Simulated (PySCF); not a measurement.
Correlation energy of S⁺ (sulfur, charge +1)

[Ne] 3s2 3p3, high-spin 4S determinant. Calculation: PySCF 2.14, in cc-pV(T+d)Z (5s4p3d1f, 39 functions); the non-relativistic Hamiltonian (point nucleus). Frozen: [Ne]; 5 electrons correlated.

MP2 pair energies summed by pair of shells (mhartree):

```
 pair  energy  share (%)
3s-3p  -59.36       65.9
3p-3p  -20.68       22.9
3s-3s  -10.09       11.2
```

Total MP2 correlation energy: -90.13 mhartree.

Same-spin part -24.32 and opposite-spin part -65.81 mhartree; SCS-MP2 scales them by 1/3 and 6/5 to -87.08 mhartree.

```
  level  correlation energy (mhartree)
   CCSD                        -109.81
    (T)                          -3.59
CCSD(T)                        -113.40
```

Diagnostics: T1 = 0.0035, D1 = 0.0085, largest double amplitude 0.063.

Is a single reference adequate?

Yes: T1 lies below 0.03 and no double amplitude reaches 0.07.
